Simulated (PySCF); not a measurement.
C3H8O2Si2.
SMILES with atom numbers: `[O:1]=[C:2]([OH:3])[SiH:4]1[CH2:5][SiH2:6][CH2:7]1` (hydrogens: H8 on O3; H9 on Si4; H10, H11 on C5; H12, H13 on Si6; H14, H15 on C7)

Structure used (GFN2-xTB), in Å, numbered top down from 1:
```
atom  x, y, z in Å
O1     2.1520   -0.2539    1.3250
C2     1.9925    0.2740    0.2525
O3     3.0147    0.8111   -0.4275
Si4    0.3305    0.4572   -0.6768
C5    -1.0510    1.0562    0.5098
Si6   -1.8808   -0.6793    0.5203
C7    -0.5815   -1.2253   -0.7898
H8     3.8503    0.7070    0.0620
H9     0.6091    1.2058   -1.9035
H10   -1.6764    1.8411    0.0936
H11   -0.7094    1.4085    1.4790
H12   -3.2610   -0.6813    0.0256
H13   -1.8018   -1.3903    1.7946
H14    0.0100   -2.0941   -0.5156
H15   -1.0016   -1.4287   -1.7710
```

PySCF, density fitting, gas phase, GFN2-xTB geometry. The standard run uses grid level 2 after a coarse-grid start, the def2-universal JK fitting basis (with tight functions added where the orbital basis needs them), an energy threshold of 1e-9 Eh and DIIS. The changed runs have no coarse-grid stage.

Question: Standard PBE0/pcSseg-1: E = -847.992098 Eh, HOMO -7.660 eV, LUMO -0.930 eV, dipole 1.355 D, 14 cycles (coarse-grid cycles included). What changes at PBE0/pcSseg-1 with: energy threshold 1e-07 Eh?

Answer: E = -847.992098 Eh (0.000 mEh), HOMO -7.660 eV (0.000), LUMO -0.930 eV (0.000), dipole 1.354 D (-0.001), 9 SCF cycles. The result matches the standard run within 0.02 mEh and 0.003 eV; such settings steer the iterations and don't enter the energy expression.

The cycles:
```
cycle   1  E = -847.8026814020  dE =  8.752e-01  |g| = 9.760e-01  |ddm| = 3.567e+00
cycle   2  E = -847.4063305016  dE =  3.964e-01  |g| = 1.718e+00  |ddm| = 1.778e+00
cycle   3  E = -847.9688221504  dE = -5.625e-01  |g| = 3.477e-01  |ddm| = 1.300e+00
cycle   4  E = -847.9909070954  dE = -2.208e-02  |g| = 8.188e-02  |ddm| = 2.496e-01
cycle   5  E = -847.9919890748  dE = -1.082e-03  |g| = 2.196e-02  |ddm| = 5.403e-02
cycle   6  E = -847.9920874617  dE = -9.839e-05  |g| = 6.423e-03  |ddm| = 2.140e-02
cycle   7  E = -847.9920969219  dE = -9.460e-06  |g| = 1.732e-03  |ddm| = 6.809e-03
cycle   8  E = -847.9920975990  dE = -6.771e-07  |g| = 4.321e-04  |ddm| = 1.930e-03
cycle   9  E = -847.9920976426  dE = -4.363e-08  |g| = 5.103e-05  |ddm| = 4.500e-04
```
